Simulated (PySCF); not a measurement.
A calculated (UHF, PySCF 2.14, Sapporo-DZP-2012, the spin-free X2C one-electron Hamiltonian (Gaussian nucleus)) atom or ion has these occupied shells.

```
shell  electrons  orbital energy (eV)  rms radius, mean of both spins (bohr)
 1s α          1              -240.63                                  0.377
 1s β          1              -238.91                                  0.377
 2s α          1              -37.802                                   1.77
```

Name the element and its charge.

B²⁺ (boron, charge +2), in [He] 2s1, 2S determinant.
